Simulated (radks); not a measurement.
Task: Excited configurations of Cd: one electron is placed in a higher orbital outside [Kr] 4d10 5s1. The ground configuration is [Kr] 4d10 5s2. All-electron calculation, Dirac Kohn-Sham, PBEsol, spin-unpolarised, spherical densities, point nucleus; open shells fill j = l - 1/2 first. Program: a radial shooting solver on a logarithmic mesh with Libxc functionals. Excitation = E - E(ground); binding = E(ion) - E, where the ion is the core of charge +1; n* = 1/sqrt(2 binding) in atomic units, and the quantum defect is n - n*.

| outer orbital | excitation (eV) | binding (eV) | n* | quantum defect | eigenvalue (eV) | <r> (bohr) |
|---|---|---|---|---|---|---|
| 4f5/2 | 8.409 | 0.901 | 3.885 | 0.115 | -0.429 | 17.50 |
| 5p1/2 | 4.576 | 4.735 | 1.695 | 3.305 | -2.148 | 4.023 |
| 5f5/2 | 8.690 | 0.621 | 4.681 | 0.319 | -0.359 | 29.69 |
| 6s1/2 | 6.699 | 2.611 | 2.283 | 3.717 | -1.525 | 8.155 |
| 6p1/2 | 7.439 | 1.871 | 2.697 | 3.303 | -1.048 | 10.57 |
| 7p1/2 | 8.251 | 1.060 | 3.583 | 3.417 | -0.647 | 19.72 |
| 7d3/2 | 8.638 | 0.673 | 4.498 | 2.502 | -0.411 | 30.48 |

Estimate the row for 6d3/2.

Result: excitation (eV) 8.307; binding (eV) 1.004; n* 3.682; quantum defect 2.318; eigenvalue (eV) -0.553; <r> (bohr) 19.02. The Delta-SCF ionisation energy is 9.311 eV (NIST Atomic Spectra Database: 8.994 eV, measured). Self-interaction in the functional shifts the binding energies and quantum defects, so they are the method's values and not measured ones. Spin polarisation and multiplet splitting are left out, so open shells lie too high by an amount that depends on their filling.

Beside tabulated values, note that spin-unpolarised runs miss the spin-polarisation part of the exchange energy of open shells.
